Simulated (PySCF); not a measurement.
Cr⁷⁺: fine-structure interval

Cr⁷⁺ [Ne] 3s2 3p5 [3p1/2^2 3p3/2^3, M_J = 3/2] → Cr⁷⁺ [Ne] 3s2 3p5 [3p1/2^1 3p3/2^4, M_J = 1/2], as a difference of total energies. All numbers are calculated (PySCF 2.14, the two-component X2C-1e Hamiltonian, in an uncontracted even-tempered set (20 s from 0.34 bohr⁻², ratio 2.4; 14 p from 0.45 bohr⁻², ratio 2.4; 5 d from 3.4 bohr⁻², ratio 2.6; 5 f from 5.1 bohr⁻², ratio 2.6)). Correlated levels: 1s2 frozen; the 52 highest virtual spinors dropped. "Screened" scales the spin-orbit matrix elements by Boettger's factors to mimic the two-electron term; Breit and QED terms are absent.

| method | fine-structure interval (cm⁻¹) |
| --- | --- |
| GHF (screened spin-orbit) | 9535.5 |
| GMP2 (screened spin-orbit) | 10477 |
| GHF (bare spin-orbit) | 10483 |
